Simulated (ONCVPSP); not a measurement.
# What one change does to a pseudopotential (Cu (Z = 29), ONCV)

```
Element                 : Cu (Z = 29)
Generator               : ONCVPSP 4.0.1
Type                    : optimised norm-conserving Vanderbilt (ONCV)
Functional              : PBE
Relativity              : scalar-relativistic
Frozen core             : [Ne]
Valence charge          : 19
Reference configuration : 3s2 3p6 3d9 4s2
Partial waves           : 3s+4s: rc 1.05 bohr, ncon 4, nbas 8, qcut 13.6 1/bohr, 2 projectors; 3p: rc 1.20 bohr, ncon 3, nbas 8, qcut 9.5 1/bohr, 1 projector; 3d: rc 0.80 bohr, ncon 5, nbas 10, qcut 17.5 1/bohr, local
Local potential         : the d channel
Core correction         : Teter function, fcfact 5.25, rcfact 1.1
```

Change: d: qcut 10.7.

Cutoffs: the cutoffs (Ha) at which the residual kinetic energy of the hardest occupied pseudo-wave falls to 1 and 0.1 mHa per electron; they do not see the model core or the augmentation charge, which bear on the density cutoff. Errors are all-electron minus pseudo energies relative to the spin-unpolarised reference configuration.

Predict the effect on cutoff, ghosts and configuration errors.

The potential gets harder (135 Ha and 157 Ha → 584 Ha and 636 Ha); a bound ghost appears in s, which as a rule spoils a file; of the 4 tests that both files solve, the error grows in 3 and shrinks in 0 by more than 15 % and 0.3 meV (median size 2.7 → 7.3 meV).

| quantity | base | changed |
| --- | --- | --- |
| cutoff, loose | 135 Ha | 584 Ha |
| cutoff, tight | 157 Ha | 636 Ha |
| loose cutoff by channel | s 60 Ha, p 37 Ha, d 135 Ha | s 60 Ha, p 37 Ha, d 584 Ha |
| bound ghosts | none | s |
| GHOST(+) flags under 300 eV | none | none |
| error for 3s2 3p6 3d10 4s1, meV [ΔE -1.97 eV] | -3.4 | -7.4 |
| error for 3s2 3p6 3d10 4s0, meV [ΔE 6.18 eV] | -1.9 | -7.1 |
| error for 3s2 3p6 3d9 4s0, meV [ΔE 27.51 eV] | -0.7 | -0.6 |
| error for 3s2 3p6 3d8 4s0, meV [ΔE 66.53 eV] | -11 | -19 |
| s: phases at 1.06 bohr within 0.05 rad from the reference energy up to (Ha; the scan ends near 5) | to the end of the scan | to the end of the scan |
| p: phases at 1.21 bohr within 0.05 rad from the reference energy up to (Ha; the scan ends near 5) | 2.5 | 1.6 |
| d: phases at 0.81 bohr within 0.05 rad from the reference energy up to (Ha; the scan ends near 5) | to the end of the scan | to the end of the scan |
| rms error of d²Exc/dni dnj with the model core, mHa | 1.46 | 1.51 |

 A true bound ghost makes a file unfit for plane-wave use even where its test errors are small: the radial tests pick states by their node count and pass the ghost by.
